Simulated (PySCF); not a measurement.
## HBrO, singlet: structure and spectrum

These are results of PBE0 in PySCF with Br def2-TZVP, O def2-TZVP, H def2-TZVP; no relativity; density-fitted integrals, not measurements.

The structure is a minimum.

Coordinates in bohr (charge 0 multiplicity 1):
```
Br    0.4048    0.0000   -0.3351
O    -2.1615    0.0000    1.5684
H     2.6046    0.0000    1.3455
```

* Point group: Cs
* Bond lengths: Br–H 1.465 Å, Br–O 1.691 Å
* Bond angles: H–Br–O 106.1°
* Heat capacity Cp at 298.15 K: 38.7 J/(mol K)
* Highest occupied level: -6.89 eV
* Principal quadrupole moments (Buckingham, traceless) about the centre of mass: -4.53, -0.47, 5.00 D Å
* Zero-point energy: 23.5 kJ/mol
* Dipole moment: 3.83 D
* Principal polarisabilities: 17.1, 22.4, 33.4 bohr³
* Lowest empty level: -1.18 eV
* Rotational constants: 8.643, 0.4376, 0.4165 cm⁻¹
* Enthalpy at 298.15 K above 0 K: 10.33 kJ/mol
* Rotational symmetry number: 1
* Entropy at 298.15 K and 1 bar: 249.4 J/(mol K)
* Atomisation energy without zero-point energy: 418 kJ/mol

Harmonic modes (masses in u: Br 78.918, O 15.995, H 1.008):
| symmetry | ω (cm⁻¹) | IR (km/mol) |
| --- | --- | --- |
| a' | 755 | 28.6 |
| a' | 857 | 0.6 |
| a' | 2319 | 29.3 |

Charges (e):
```
atom  Mulliken  Löwdin  polar tensor  Mayer order to Br1
 Br1      0.35    0.51          0.46                   –
  O2     -0.53   -0.56         -0.47                1.41
  H3      0.18    0.06          0.01                0.87
```

Mulliken populations on Br1: s 7.90, p 16.44, d 10.29, f 0.03.

Counting electrons, bromine keeps 4 of its valence electrons outside its bonds, so the VSEPR class is AX2E2 and the expected shape is bent; with unlike ligands the computed point group is Cs.

This need not be the most stable arrangement of these atoms.

The final relaxation and frequency run took 9.2 s on 2 threads of a shared AMD EPYC 9R45 96-Core (Zen 5) host, with 85 basis functions and 12 gradients; the process peaked at 0.81 GiB. Launch command: `OMP_NUM_THREADS=2 python axn.py task.json out`.
